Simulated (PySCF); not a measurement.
Predicted microwave data (PBE0-D3(BJ)/def2-SVP geometry optimisation, gas phase in PySCF 2.14.0) for one isomer of C5H4F2O:

| Item | Value |
| --- | --- |
| Rotational constants | A = 3651, B = 1663, C = 1185 MHz |
| Dipole components | \|μa\| = 2.92 D, \|μb\| = 1.60 D, \|μc\| = 1.01 D |
| Inertial defect | -15.63 u·Å² |
| κ | -0.61 |

Question: Which candidate fits, each taken in the one conformer that was computed?
A. `[O:1]=[C:2]1[CH:3]=[C:4]([F:5])[CH2:6][C@H:7]1[F:8]` with O1–C2–C3–C4 171°, C3–C4–C6–C7 10°, C4–C6–C7–F8 -137°, O1–C2–C7–C6 -166°
B. `[F:1][CH:2]([F:3])[c:4]1[cH:5][cH:6][cH:7][o:8]1` with F1–C2–C4–C5 70°
C. `[CH2:1]=[C:2]([F:3])/[C:4]([F:5])=[CH:6]\[CH:7]=[O:8]` with C1–C2–C4–F5 0°, C4–C6–C7–O8 -179°
D. `FC1=COC(F)=CC1`

Answer: A. It is O=C1C=C(F)C[C@H]1F, an asymmetric top, point group C1. The candidates at the same level (rigid rotor, commonest isotopes):

```tsv
SMILES	A (MHz)	B (MHz)	C (MHz)	μa (D)	μb (D)	μc (D)	Δ (u·Å²)	point group	rotor
FC(F)c1ccco1	4874	1381	1301	2.17	0.28	0.34	-81.16	near Cs	near-prolate asymmetric top
FC1=COC(F)=CC1	5285	1462	1153	0.59	0.85	0.00	-3.14	Cs	asymmetric top
C=C(F)/C(F)=C\C=O	3581	1368	989.8	3.70	0.08	0.00	-0.01	Cs	asymmetric top
O=C1C=C(F)C[C@H]1F	3651	1663	1185	2.92	1.60	1.01	-15.63	C1	asymmetric top
```

`FC(F)c1ccco1` has A 34 % too high; `FC1=COC(F)=CC1` has A 45 % too high; `C=C(F)/C(F)=C\C=O` has B 18 % too low. No structure here is proved a minimum.
